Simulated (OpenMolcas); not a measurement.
A calculation on Ga⁻.

| Item | Value |
| --- | --- |
| Program | OpenMolcas 26.06 |
| Method | SS-CASPT2, IPEA 0.25 Eh, imaginary shift 0.1 Eh (closed shells correlated: 3d 4s) |
| Basis | ANO-RCC-VTZP [6s5p3d1f] |
| Scalar Hamiltonian | DKH2, point nucleus |
| Active space | 2 electrons in 3 orbitals (4p) |
| State averaging | 2S+1 = 3 even, 3 roots; 2S+1 = 1 even, 6 roots |
| Spin-orbit coupling | state interaction with AMFI integrals over the reference wave functions, term energies averaged over their components |

(1) Which level of the active space comes out lowest?

(2) How high does 4s² 4p² ³P₁ lie?

(3) How high does 4s² 4p² ³P₂ lie?

Results:

(1) 4s² 4p² ³P₀, with 100 % of that term.

(2) 210 cm⁻¹ above the lowest level.

(3) 578 cm⁻¹ above the lowest level.

With the s shell closed, the reference lacks s² → p² mixing. No diffuse functions were added, so excited terms of the anion can stand markedly too high. Only configurations of the active space appear.
